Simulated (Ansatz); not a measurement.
(ClBe-mu-F)2 (Be2Cl2F2), 6 atoms. Hardware: 4 threads of Arm Neoverse V1 on a shared host.

Correlated methods freeze 12 core orbitals.

**Question.** How many basis functions does each of these Ansatz runs have, and roughly what does it cost? MP2/def2-TZVP, charge 0 singlet, energy, from earlier orbitals; r2SCAN-D4/def2-TZVP, charge 0 triplet at the geometry of the charge 0 singlet, energy, from earlier orbitals; PBE-D4/def2-TZVP, charge 0 triplet at the geometry of the charge 0 singlet, energy, from earlier orbitals; PBE0-D4/def2-SVP, charge 0 singlet, energy, from earlier orbitals; RPA@PBE/def2-TZVP, charge 0 singlet, energy, from earlier orbitals; r2SCAN-D4/def2-TZVP, charge 1 doublet at the geometry of the charge 0 singlet, energy, from earlier orbitals; BHLYP-D4/def2-TZVP, charge 0 singlet, energy, from earlier orbitals; B3LYP-D4/def2-TZVP, charge 0 singlet, energy, from earlier orbitals; PBE0-D4/def2-TZVP, charge 0 triplet at the geometry of the charge 0 singlet, energy; PBE0-D4/def2-TZVP, charge 0 singlet, energy, from earlier orbitals; BLYP-D4/def2-TZVP, charge 0 singlet, energy, from earlier orbitals; PBE0-D4/def2-TZVP, charge 1 doublet at the geometry of the charge 0 singlet, energy, from earlier orbitals.

**Answer.** Other jobs shared the machine, so times can vary by a factor of up to 3. A dash marks memory too small to be measured apart from the calling script's.

```csv
run,functions,fitting or Cholesky vectors,wall time,peak host memory (GiB)
"PBE0-D4/def2-SVP, charge 0 singlet, energy, from earlier orbitals",82,826,0.85 s,–
"MP2/def2-TZVP, charge 0 singlet, energy, from earlier orbitals",174,1140,1.2 s,–
"BLYP-D4/def2-TZVP, charge 0 singlet, energy, from earlier orbitals",174,1106,1.5 s,–
"PBE0-D4/def2-TZVP, charge 0 singlet, energy, from earlier orbitals",174,1130,1.6 s,–
"BHLYP-D4/def2-TZVP, charge 0 singlet, energy, from earlier orbitals",174,1210,2 s,–
"B3LYP-D4/def2-TZVP, charge 0 singlet, energy, from earlier orbitals",174,1120,2.1 s,–
"RPA@PBE/def2-TZVP, charge 0 singlet, energy, from earlier orbitals",174,1140,2.6 s,–
"PBE-D4/def2-TZVP, charge 0 triplet at the geometry of the charge 0 singlet, energy, from earlier orbitals",174,1106,6.5 s,–
"PBE0-D4/def2-TZVP, charge 1 doublet at the geometry of the charge 0 singlet, energy, from earlier orbitals",174,1130,7.5 s,0.78
"PBE0-D4/def2-TZVP, charge 0 triplet at the geometry of the charge 0 singlet, energy",174,1130,10 s,0.8
"r2SCAN-D4/def2-TZVP, charge 1 doublet at the geometry of the charge 0 singlet, energy, from earlier orbitals",174,1106,12 s,–
"r2SCAN-D4/def2-TZVP, charge 0 triplet at the geometry of the charge 0 singlet, energy, from earlier orbitals",174,1106,15 s,–
```
